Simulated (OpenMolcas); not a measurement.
A calculation on Mo+.

```
Program             : OpenMolcas
Method              : CASSCF
Basis               : ANO-RCC-VQZP [8s7p5d3f2g1h]
Scalar Hamiltonian  : DKH2, point nucleus
Active space        : 5 electrons in 5 orbitals (4d)
State averaging     : 2S+1 = 6 even, 1 root; 2S+1 = 4 even, 24 roots; 2S+1 = 2 even, 45 roots (25 in the spin-orbit step)
Spin-orbit coupling : RASSI with atomic mean-field integrals over the reference wave functions, term energies averaged over their components
```

Q: Which level of the active space comes out lowest?

A: 4d⁵ ⁶S_5/2, with 100 % of that term; it is also the measured ground level.

Q: How high does 4d⁵ ⁴G_11/2 lie?

A: 20873 cm⁻¹ above the lowest level; measured 15447 cm⁻¹ above the ground level, so the calculation is off by +35 %.

Q: How high does 4d⁵ ⁴P_1/2 lie?

A: 24090 cm⁻¹ above the lowest level.

Q: How high does 4d⁵ ⁴P_5/2 lie?

A: 23647 cm⁻¹ above the lowest level.

Measured values: NIST Handbook of Basic Atomic Spectroscopic Data.

Some high roots are left out of the spin-orbit mixing, which shifts the levels that they would mix with. Configurations with an s electron lie low at this charge and mix in, so terms can be misplaced. Without dynamic correlation excited terms often stand tens of per cent too high (terms of higher spin than the ground term too low), and those without a measured partner can miss by more than the paired ones. Measured partners are found by configuration, term and J. A level has none where our copy of the source lacks it or the pairing is in doubt (some pairs that miss far off the trend of their configuration count as doubtful), and it then counts in no deviation. Levels of configurations outside the active space are missing.
